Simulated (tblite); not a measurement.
A geometry optimisation, step by step.

Species: C₇H₁₄AlFO.
Numbering: `[CH2:1]=[C:2]([CH3:3])[AlH2-:4][O+:5]1[CH2:6][CH2:7][C@@H:8]([F:9])[CH2:10]1` (hydrogens: H11, H12 on C1; H13, H14, H15 on C3; H16, H17 on Al4; H18, H19 on C6; H20, H21 on C7; H22 on C8; H23, H24 on C10)
Bond orders are those of one Lewis drawing.

Computed with GFN2-xTB (tblite), gas phase: L-BFGS steps from a force-field or distance-geometry start until the largest atomic force falls under 0.01 eV/Å. 3 of its 243 geometries are shown.

Step 0: E = -869.2459 eV, largest atomic force 3.293 eV/Å
```
atom  x, y, z in Å  |  force x, y, z in eV/Å
C1      3.296   -1.293    0.555   -1.878  -0.147  -0.339
C2      2.371   -0.375    0.210    0.595  -0.427   0.676
C3      2.858    1.030    0.102    0.002   0.647  -0.530
Al4     0.496   -0.890   -0.106    1.894  -2.642   0.523
O5     -0.532    0.488   -0.652    0.459  -1.189  -0.768
C6     -1.196    1.176    0.325   -1.067   2.799   0.683
C7     -2.590    0.596    0.455   -0.968   0.354   0.997
C8     -2.571   -0.530   -0.543   -0.858  -0.323   0.507
F9     -3.812   -0.646   -1.125    0.276  -0.376  -0.038
C10    -1.524   -0.058   -1.499    0.529   0.163  -1.372
H11     4.320   -1.024    0.732    0.197  -0.339   0.098
H12     2.914   -2.321    0.640    0.738   0.473   0.041
H13     3.530    1.030   -0.772   -0.302   0.591   0.226
H14     3.442    1.327    0.981   -0.285   0.179  -0.213
H15     1.960    1.681   -0.060    0.988   0.014   0.089
H16    -0.096   -1.662    1.178   -0.446   0.577  -0.175
H17     0.561   -1.957   -1.313   -0.467   0.341  -0.061
H18    -0.660    1.234    1.281    0.195  -0.288  -0.261
H19    -1.357    2.218   -0.059    0.456  -0.148   0.373
H20    -2.795    0.232    1.479   -0.089   0.307  -0.482
H21    -3.377    1.316    0.122    0.496  -0.418   0.528
H22    -2.286   -1.442    0.011   -0.154  -0.224  -0.714
H23    -1.091   -0.867   -2.115    0.015   0.263   0.219
H24    -1.873    0.757   -2.153   -0.326  -0.187  -0.007
```

Step 121: E = -870.4447 eV, largest atomic force 0.051 eV/Å
```
atom  x, y, z in Å  |  force x, y, z in eV/Å
C1      3.125   -0.947    0.938    0.010   0.003  -0.002
C2      2.311   -0.128    0.262    0.007  -0.014   0.014
C3      2.746    1.299    0.032    0.000  -0.007   0.002
Al4     0.789   -1.340   -0.204   -0.017   0.003  -0.011
O5     -0.550   -0.125   -0.730   -0.011   0.034  -0.022
C6     -0.935    0.873    0.199   -0.005   0.003   0.001
C7     -2.330    0.430    0.623    0.004  -0.012   0.022
C8     -2.913   -0.083   -0.694    0.023   0.000  -0.007
F9     -3.625    0.922   -1.314   -0.041   0.006  -0.030
C10    -1.674   -0.420   -1.540   -0.008  -0.013   0.001
H11     4.091   -0.669    1.345    0.005  -0.006   0.011
H12     2.823   -1.976    1.110    0.011   0.002   0.013
H13     2.758    1.521   -1.035    0.007  -0.015  -0.002
H14     3.740    1.481    0.442    0.006   0.027  -0.017
H15     2.045    1.993    0.500    0.016  -0.004   0.002
H16     0.080   -2.029    1.027    0.002  -0.003  -0.004
H17     0.743   -2.156   -1.543    0.021  -0.008  -0.012
H18    -0.205    0.866    1.008   -0.002  -0.010   0.004
H19    -0.957    1.855   -0.290    0.000  -0.004  -0.016
H20    -2.252   -0.390    1.333   -0.010  -0.026   0.043
H21    -2.933    1.231    1.042   -0.019   0.024   0.000
H22    -3.609   -0.917   -0.578   -0.006   0.014   0.003
H23    -1.609   -1.473   -1.816    0.004   0.000  -0.018
H24    -1.670    0.201   -2.443    0.003   0.005   0.025
```

Step 242: E = -870.4765 eV, largest atomic force 0.010 eV/Å
```
atom  x, y, z in Å  |  force x, y, z in eV/Å
C1      2.727   -0.562    1.438   -0.004   0.002  -0.001
C2      2.330   -0.124    0.241    0.002  -0.003   0.000
C3      3.074    1.010   -0.418    0.002   0.001   0.002
Al4     0.836   -1.273   -0.457    0.001  -0.004   0.007
O5     -0.554    0.001   -0.728   -0.003   0.003  -0.003
C6     -0.962    0.764    0.393    0.000  -0.002   0.002
C7     -2.322    0.172    0.748   -0.004   0.001  -0.003
C8     -2.906   -0.159   -0.629   -0.001  -0.001  -0.001
F9     -3.791    0.822   -1.026    0.005   0.007   0.005
C10    -1.684   -0.149   -1.564   -0.004   0.001  -0.002
H11     3.559   -0.154    2.001    0.000   0.003  -0.002
H12     2.198   -1.384    1.911    0.002  -0.008   0.003
H13     3.394    0.710   -1.415    0.001  -0.004  -0.003
H14     3.951    1.312    0.158   -0.003   0.004  -0.001
H15     2.417    1.874   -0.534   -0.003   0.003   0.000
H16     0.138   -2.174    0.636    0.004   0.001  -0.004
H17     0.775   -1.781   -1.943    0.001  -0.002  -0.001
H18    -0.205    0.636    1.168    0.002  -0.002   0.007
H19    -1.045    1.822    0.114    0.000  -0.003  -0.003
H20    -2.188   -0.742    1.324   -0.003   0.004  -0.003
H21    -2.964    0.862    1.292   -0.002   0.000   0.000
H22    -3.470   -1.095   -0.653    0.001  -0.003   0.004
H23    -1.553   -1.070   -2.133    0.006   0.001   0.000
H24    -1.767    0.704   -2.248    0.000   0.000  -0.004
```

**Question.** Summarise the path.

**Answer.** The energy falls by 118.74 kJ/mol from step 0 to step 242; nine tenths of that is first reached at step 51. It never rises by more than 0.2 meV. The largest force goes from 3.293 to 0.010 eV/Å. Among the bonds Al4–O5 changes most, from 1.803 to 1.904 Å; the atoms move by 0.931 Å rms after alignment.

**Question.** Follow the three bonds and two angles with the largest change from start to end.

**Answer.** 
| step | E above end (kJ/mol) | largest force (eV/Å) | Al4–O5 (Å) | O5–C6 (Å) | C8–C10 (Å) | Al4–O5–C10 (°) | C2–Al4–H17 (°) |
| --- | --- | --- | --- | --- | --- | --- | --- |
| 0 | 118.74 | 3.293 | 1.803 | 1.367 | 1.494 | 106.6 | 104.8 |
| 11 | 29.35 | 0.230 | 1.994 | 1.434 | 1.530 | 109.4 | 115.6 |
| 21 | 22.61 | 0.294 | 1.954 | 1.426 | 1.530 | 116.0 | 120.1 |
| 32 | 15.74 | 0.121 | 1.918 | 1.418 | 1.529 | 125.5 | 119.8 |
| 42 | 14.00 | 0.126 | 1.908 | 1.421 | 1.531 | 127.0 | 120.4 |
| 53 | 11.02 | 0.103 | 1.873 | 1.416 | 1.536 | 128.2 | 119.1 |
| 63 | 7.81 | 0.081 | 1.876 | 1.416 | 1.538 | 127.7 | 119.1 |
| 74 | 5.95 | 0.085 | 1.893 | 1.416 | 1.539 | 126.5 | 120.0 |
| 84 | 5.21 | 0.041 | 1.889 | 1.416 | 1.538 | 126.9 | 120.7 |
| 95 | 4.62 | 0.049 | 1.889 | 1.418 | 1.538 | 127.4 | 120.0 |
| 105 | 4.04 | 0.050 | 1.894 | 1.418 | 1.537 | 126.8 | 120.9 |
| 116 | 3.26 | 0.046 | 1.885 | 1.417 | 1.536 | 125.6 | 122.7 |
| 126 | 2.89 | 0.048 | 1.880 | 1.416 | 1.536 | 125.6 | 121.9 |
| 137 | 2.37 | 0.021 | 1.890 | 1.416 | 1.539 | 125.3 | 121.7 |
| 147 | 2.31 | 0.017 | 1.893 | 1.416 | 1.539 | 125.6 | 121.4 |
| 158 | 2.14 | 0.040 | 1.892 | 1.416 | 1.539 | 126.6 | 121.5 |
| 168 | 1.95 | 0.023 | 1.891 | 1.416 | 1.538 | 126.3 | 121.4 |
| 179 | 1.74 | 0.029 | 1.893 | 1.417 | 1.538 | 124.7 | 121.8 |
| 189 | 1.55 | 0.046 | 1.894 | 1.416 | 1.538 | 124.9 | 122.2 |
| 200 | 0.76 | 0.081 | 1.893 | 1.415 | 1.538 | 125.4 | 122.4 |
| 210 | 0.36 | 0.036 | 1.903 | 1.416 | 1.538 | 125.3 | 122.0 |
| 221 | 0.10 | 0.020 | 1.907 | 1.416 | 1.539 | 126.1 | 123.0 |
| 231 | 0.05 | 0.020 | 1.907 | 1.416 | 1.539 | 126.5 | 123.1 |
| 242 | 0.00 | 0.010 | 1.904 | 1.416 | 1.539 | 126.6 | 122.8 |

The cost below is that of the whole relaxation. Time: 2.7 s of wall time. Hardware: one thread of an Arm Neoverse V1, no GPU, shared host with 32 logical CPUs at a one-minute load of 20.
